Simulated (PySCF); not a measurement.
Compound: C6H5BF2O.
Atom-mapped SMILES: `[OH:1][c:2]1[cH:3][cH:4][cH:5][cH:6][c:7]1[B:8]([F:9])[F:10]` (hydrogens: H11 on O1; H12 on C3; H13 on C4; H14 on C5; H15 on C6)

Level of theory: PySCF, PBE0-D3(BJ)/def2-SVP geometry optimisation, gas phase.

What internal coordinates does the optimisation give?

```json
{"bond": "O1–C2", "length (Å)": "1.339"}
{"bond": "C2–C3", "length (Å)": "1.402"}
{"bond": "C3–C4", "length (Å)": "1.386"}
{"bond": "C4–C5", "length (Å)": "1.401"}
{"bond": "C5–C6", "length (Å)": "1.385"}
{"bond": "C6–C7", "length (Å)": "1.410"}
{"bond": "C7–B8", "length (Å)": "1.534"}
{"bond": "B8–F9", "length (Å)": "1.342"}
{"bond": "B8–F10", "length (Å)": "1.319"}
{"bond": "C2–C7", "length (Å)": "1.415"}
{"bond": "O1–H11", "length (Å)": "0.967"}
{"bond": "C3–H12", "length (Å)": "1.091"}
{"bond": "C4–H13", "length (Å)": "1.093"}
{"bond": "C5–H14", "length (Å)": "1.091"}
{"bond": "C6–H15", "length (Å)": "1.093"}
```

A selection of angles:
```json
{"angle": "C2–O1–H11", "degrees": "109.8"}
{"angle": "O1–C2–C3", "degrees": "116.8"}
{"angle": "O1–C2–C7", "degrees": "123.1"}
{"angle": "C3–C2–C7", "degrees": "120.0"}
{"angle": "C2–C3–C4", "degrees": "120.0"}
{"angle": "C2–C3–H12", "degrees": "118.3"}
{"angle": "C4–C3–H12", "degrees": "121.7"}
{"angle": "C3–C4–C5", "degrees": "121.0"}
{"angle": "C3–C4–H13", "degrees": "119.2"}
{"angle": "C5–C4–H13", "degrees": "119.8"}
{"angle": "C4–C5–C6", "degrees": "119.0"}
{"angle": "C4–C5–H14", "degrees": "120.4"}
{"angle": "C6–C5–H14", "degrees": "120.6"}
{"angle": "C5–C6–C7", "degrees": "121.7"}
{"angle": "C5–C6–H15", "degrees": "119.9"}
{"angle": "C7–C6–H15", "degrees": "118.4"}
{"angle": "C6–C7–B8", "degrees": "119.3"}
{"angle": "C2–C7–C6", "degrees": "118.3"}
{"angle": "C2–C7–B8", "degrees": "122.3"}
{"angle": "C7–B8–F9", "degrees": "121.2"}
{"angle": "C7–B8–F10", "degrees": "123.0"}
{"angle": "F9–B8–F10", "degrees": "115.7"}
```

Torsions: C6–C7–B8–F9 179° (antiperiplanar); H11–O1–C2–C3 -179° (antiperiplanar).

H11 on O1 lies 1.89 Å from F9, 5 bonds away (angle at H 146°; Bondi radii sum to 2.67 Å). O1 (phenol-type oxygen) is bent (angle 109.8°). The 6-membered ring C2–C3–C4–C5–C6–C7 has internal angles of 118.3° to 121.7°; it is planar, 0.00 Å rms from its mean plane, widest ring torsion 0°. The B–F distances run from 1.319 Å (B8–F10, drawn single) to 1.342 Å (B8–F9, drawn single), a spread of 0.023 Å. B8 (three-coordinate boron) is planar (angles 123.0°, 121.2° and 115.7°, sum 360.0°, 0.00 Å off the plane of its three neighbours). The 10 heavy atoms lie in one plane (0.011 Å rms). Of the pairs four or more bonds apart, those above aside, O1···F9 is among the closest relative to their van der Waals radii: 2.74 Å, 92 % of the sum of Bondi's values.

Point group: Cs (tolerance 0.08 Å). No PBE0-D3(BJ)/def2-SVP frequencies stand behind this structure, so it isn't proved a minimum. One conformer, not necessarily the lowest (H–O1–C2–C3 -179°).
